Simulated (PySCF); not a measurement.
Ge(I)(SH) (GeHIS), SMILES [I][Ge][SH] (connectivity only; charge and spin as stated), neutral, multiplicity 1. Atoms are numbered in the order given.

```xyz
4

Ge     0.8422    -1.0304     0.0000
I     -0.1649     1.3277     0.0000
S     -1.1062    -2.1282     0.0000
H     -0.5116    -3.3456     0.0000
```
Charge 0, spin multiplicity 1.

Coordinates come from a PBE0-D3(BJ)/def2-SVP optimisation. The def2 effective core potentials stand for the cores of I; spin–orbit coupling is left out. Other conformers were not sampled.

Calculation: TDA-CAM-B3LYP/def2-SVPD run with PySCF.

Vertical excitations.  State labels are in the subgroup Cs.

Computed UV-visible absorptions:
```tsv
state	symmetry	energy (eV)	λ (nm)	f	main pairs
S1	A"	3.29	376	0.007	HOMO→LUMO 99 %
S2	A"	4.08	304	0.005	HOMO−2→LUMO 99 %
S3	A'	4.16	298	0.054	HOMO−1→LUMO 91 %
S4	A'	5.00	248	0.041	HOMO−3→LUMO 46 %, HOMO→LUMO+1 43 %
S5	A'	5.20	238	0.044	HOMO→LUMO+1 40 %, HOMO−3→LUMO 34 %, HOMO−2→LUMO+1 15 %
S6	A"	5.29	234	0.001	HOMO−4→LUMO 96 %
S7	A"	5.39	230	0.004	HOMO−1→LUMO+1 93 %
S8	A'	6.03	205	0.168	HOMO−2→LUMO+1 53 %, HOMO→LUMO+2 13 %, HOMO→LUMO+3 12 %
S9	A"	6.29	197	0.005	HOMO−1→LUMO+2 35 %, HOMO−1→LUMO+3 25 %, HOMO−3→LUMO+1 21 %
S10	A'	6.34	195	0.263	HOMO→LUMO+2 64 %, HOMO−2→LUMO+1 13 %
T1	A"	2.41	514	0	HOMO→LUMO 82 %, HOMO−2→LUMO 15 %
T2	A'	3.40	364	0	HOMO−1→LUMO 92 %
T3	A"	3.80	327	0	HOMO−2→LUMO 83 %, HOMO→LUMO 15 %
T4	A'	4.05	306	0	HOMO−3→LUMO 91 %
```
Triplets are in the Tamm–Dancoff approximation.
